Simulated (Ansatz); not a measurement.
# The dipole moment down a group: Ti to Hf

Gas-phase molecules, one atom swapped for its congeners: Ti(CH3)2F2; Zr(CH3)2F2; Hf(CH3)2F2. All are singlets with charge 0.

Shapes, held fixed at every level: PBE0-D4/def2-TZVP. Programs: Ansatz 0.2.0. Values in D.

```tsv
level	Ti(CH3)2F2	Zr(CH3)2F2	Hf(CH3)2F2
PBE-D4/def2-TZVPP	1.51	1.26	1.20
r2SCAN-D4/def2-TZVPP	1.60	1.31	1.22
B3LYP-D4/def2-TZVPP	1.72	1.34	1.23
wB97M-V/def2-TZVPP	1.66	1.20	1.09
```

At wB97M-V/def2-TZVPP the dipole moment falls at every step, from 1.66 to 1.09 D. Every level shows the same order. For atoms past krypton def2 sets carry core potentials with scalar relativity.
